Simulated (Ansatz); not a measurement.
Consider the cleavage of the Si–Sb bond: `N[SiH](O)[SbH2]` + CH₃OH → `CO[SiH](N)O` + `[SbH3]`.

Program: Ansatz. Geometries: PBE0-D4/def2-TZVP. ΔE: electronic, gas phase. CBS: MP2 limit from def2 TZ/QZ plus the TZ coupled-cluster correction, frozen cores. This one scheme is used for every species. DFT in def2-TZVPP. def2 core potentials past Kr. For Sb outer-core shells are correlated without core-valence functions, which leaves a few kJ/mol of doubt a bond. One conformer a species, not always the lowest.

```csv
species,BHLYP-D4 energy (Eh)
`N[SiH](O)[SbH2]`,-663.35383
CH₃OH,-115.70874
`CO[SiH](N)O`,-537.13865
`[SbH3]`,-241.96169
```

**Question.** Work out ΔE.

**Answer.** ΔE = (-537.13865) + (-241.96169) − (-663.35383) − (-115.70874) = -0.03777 Eh = -23.7 kcal/mol. CCSD(T)/CBS gives -21.0 kcal/mol.

**Question.** What do rigid-rotor, harmonic-oscillator terms from PBE0-D4/def2-TZVP frequencies (298.15 K, 1 bar) make of the CCSD(T)/CBS value? (Estimate.)

**Answer.** Ansatz gave: ΔZPE = -2.0 kcal/mol, ΔH = -23.2 kcal/mol, ΔS = -13 J/(mol·K), ΔG = -22.2 kcal/mol.

Largest T1 diagnostic among the species: 0.014.

Leaving LDA and LC-ωPBE aside and taking each functional with its dispersion term where it has one, the values, not all of them listed here, spread over 7.6 kcal/mol, from B97M-V to PBE-D4. LDA lies −2.5 kcal/mol from PBE without D4. In def2-TZVPP, CCSD(T) changes the Hartree–Fock value by +4.4 kcal/mol (the triples alone add +0.7 kcal/mol) and MP2 by +5.5 kcal/mol. At CCSD(T), def2-SVP lies −1.6 kcal/mol from the extrapolated value and def2-TZVPP −2.1 kcal/mol.
